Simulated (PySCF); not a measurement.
RbI, SMILES [Rb][I].

Geometry: PBE0-D3(BJ)/def2-TZVPD. The def2 effective core potentials stand for the cores of I, Rb; spin–orbit coupling is left out.

Calculation: C-PCM-PBE0/def2-TZVPD (PySCF 2.14.0).

The values are the electrostatic part of the solvation free energy, E(continuum) − E(gas) at the gas-phase geometry, in a cavity of scaled van der Waals radii (PySCF's table); cavitation and dispersion terms are not included. A continuum can't describe solvent molecules that bind to the metal. In vacuum the orbital gap is 3.82 eV. The dipole moment in vacuum is 11.73 D.

Computed values in water (ε = 78.36), chlorobenzene (ε = 5.70), chloroform (ε = 4.71):
```tsv
solvent	ε	ΔG(elec) (kcal/mol)	dipole (D)	gap (eV)
water	78.36	-17.2	13.84	5.74
chlorobenzene	5.70	-14.0	13.46	5.41
chloroform	4.71	-13.3	13.37	5.33
```
